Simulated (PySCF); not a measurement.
# From computed data to an observable: chemical shift, span and skew from a shielding tensor

BH3N, SMILES [BH]N (connectivity only; charge and spin as stated), charge +1, multiplicity 1. Atoms are numbered in the order given.

```xyz
5

B      0.0000     0.0000     0.7861
N      0.0000     0.0000    -0.5289
H      0.0000     0.0000     1.9563
H      0.0000    -0.8529    -1.0922
H      0.0000     0.8529    -1.0922
```
Charge +1, spin multiplicity 1.

The structure is a stationary point at TPSSh-D3(BJ)/def2-TZVP. The spin state was assumed, not searched. The isomer is the one that the SMILES or the coordinates give; other isomers of the formula were not compared.

GIAO shieldings from PBE0/pcSseg-2 run with PySCF, non-relativistic, no solvent. The symmetric part of the tensor of N2 has the principal values 41.2, 191.7, 283.3 ppm. The same nucleus in NH3 has σ = 263.3 ppm at this level (PySCF, at its B3LYP-D3(BJ)/def2-TZVP geometry).

Q: Work out the isotropic shielding, the ¹⁵N shift against NH3, the span and the skew.

A: 
σ(iso) = (σ11 + σ22 + σ33)/3 = 172.1 ppm. δ = σ(ref) − σ(iso) = 263.3 − (172.1) = 91.2 ppm.
Span Ω = σ33 − σ11 = 242.1 ppm. Skew κ = 3(σ(iso) − σ22)/Ω = -0.24. Tumbling in solution averages the tensor to δ; in a static solid the shielding alone would spread this spin-1/2 line over Ω.
